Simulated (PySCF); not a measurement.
Nuclear quadrupole coupling in `CSC(F)([SiH3])[SiH3]`

C2H9FSSi2.
Numbering: `[CH3:1][S:2][C:3]([F:4])([SiH3:5])[SiH3:6]` (hydrogens: H7, H8, H9 on C1; H10, H11, H12 on Si5; H13, H14, H15 on Si6)

Geometry (GFN2-xTB, Å), atoms numbered from 1 in this order:
```xyz
15
C2H9FSSi2 angstrom
C      2.363    0.542   -0.103
S      1.179   -0.586   -0.902
C     -0.285   -0.430    0.177
F      0.083   -0.870    1.463
Si    -1.570   -1.709   -0.481
Si    -0.889    1.388    0.350
H      2.096    1.575   -0.310
H      2.368    0.345    0.965
H      3.334    0.310   -0.528
H     -2.653   -1.717    0.502
H     -2.017   -1.233   -1.786
H     -0.914   -3.009   -0.556
H      0.027    2.105    1.236
H     -0.905    1.955   -0.995
H     -2.221    1.342    0.948
```

Field gradients from the PBE0/pcSseg-1 density (PySCF, non-relativistic), principal values in atomic units, ordered |Vxx| ≤ |Vyy| ≤ |Vzz|:

```csv
atom,Vxx,Vyy,Vzz
S2,0.5282,2.4819,-3.0101
```

Task: Find the asymmetry η = (Vxx − Vyy)/Vzz and the couplings χ = eQV/h (234.96 MHz × Q in barn × V in au), with Q(33S) = −0.0678 b.

Result: 
```tsv
atom	environment	nucleus	η	χzz (MHz)	χxx (MHz)	χyy (MHz)
S2	sulfide sulfur	33S	0.65	47.95	-8.42	-39.54
```

Task: What is Vzz at S2 in SI units (1 au = 9.71736 × 10²¹ V/m²)?

Result: -3.0101 au = -29.250 × 10²¹ V/m².

Task: What couplings would deuterons (Q(2H) = 0.00286 b) have in place of the hydrogens, at this geometry?

Result: 
```tsv
atom	bonded to	bond length (Å)	Vzz (au)	η	χzz (kHz)
H7	C1	1.086	0.3137	0.03	211
H8	C1	1.086	0.3119	0.02	210
H9	C1	1.086	0.3168	0.04	213
H10	Si5	1.462	0.1629	0.02	109
H11	Si5	1.459	0.1647	0.02	111
H12	Si5	1.458	0.1651	0.01	111
H13	Si6	1.462	0.1633	0.01	110
H14	Si6	1.460	0.1649	0.01	111
H15	Si6	1.460	0.1640	0.02	110
```

Isolated species at its GFN2-xTB geometry (one conformer only). GFN2-xTB bond lengths can be off by several hundredths of an ångström, more for odd bonds, and the gradients follow them. The small basis limits the accuracy of the gradients.
